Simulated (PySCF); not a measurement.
**Ca: excitation energy**

Ca [Ar] 4s2 (1S) → Ca [Ar] 4s1 5s1 (3S), as a difference of total energies. Computed with PySCF 2.14 in dyall-av3z, with the non-relativistic Hamiltonian (point nucleus). Correlated levels: valence: [Ar] frozen; virtual orbitals above 40 to 60 times the deepest correlated orbital energy dropped. The calculations carry no spin-orbit coupling.

| method | excitation energy (eV) |
| --- | --- |
| UHF | 3.079 |
| LDA | 3.887 |
| PBE | 3.747 |
| PBE0 | 3.709 |
| r2SCAN | 3.622 |
| r2SCANh | 3.627 |
| BHandHLYP | 3.838 |
| wB97M-V | 3.883 |
| MP2 (valence) | 3.583 |
| SCS-MP2 (valence) | 3.732 |

**Question.** How much does correlation contribute at MP2 (valence)?

**Answer.** 3.583 − (3.079) = 0.504 eV, measured against UHF.

These non-relativistic numbers lack the scalar-relativistic shift.

For comparison: 3.910 eV (measured; NIST levels).
